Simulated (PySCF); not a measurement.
A calculated (B3LYP, PySCF 2.14, ANO-RCC-VTZP, scalar relativity by spin-free X2C-1e) atom or ion has these occupied shells.

| shell | electrons | orbital energy (eV) | rms radius, mean of both spins (bohr) |
| --- | --- | --- | --- |
| 1s α | 1 | -53634.0 | 0.0240 |
| 1s β | 1 | -53634.0 | 0.0240 |
| 2s α | 1 | -8975.8 | 0.0971 |
| 2s β | 1 | -8975.7 | 0.0971 |
| 2p α | 3 | -7983.3 | 0.0874 |
| 2p β | 3 | -7983.2 | 0.0874 |
| 3s α | 1 | -2027.3 | 0.250 |
| 3s β | 1 | -2025.0 | 0.250 |
| 3p α | 3 | -1720.0 | 0.251 |
| 3p β | 3 | -1717.5 | 0.251 |
| 3d α | 5 | -1316.0 | 0.230 |
| 3d β | 5 | -1313.8 | 0.230 |
| 4s α | 1 | -425.34 | 0.563 |
| 4s β | 1 | -419.83 | 0.563 |
| 4p α | 3 | -323.12 | 0.598 |
| 4p β | 3 | -317.47 | 0.598 |
| 4d α | 5 | -181.50 | 0.656 |
| 4d β | 5 | -175.33 | 0.656 |
| 5s α | 1 | -70.478 | 1.37 |
| 5s β | 1 | -67.872 | 1.37 |
| 5p α | 3 | -45.142 | 1.60 |
| 5p β | 3 | -42.972 | 1.60 |
| 4f α | 7 | -27.553 | 0.921 |
| 4f β | 2 | -23.727 | 0.921 |
| 5d α | 1 | -17.138 | 2.62 |

(1) Name the element and its charge.

Answers

(1) Dy²⁺ (dysprosium, charge +2), in [Xe] 4f9 5d1, one real determinant (an excited configuration).
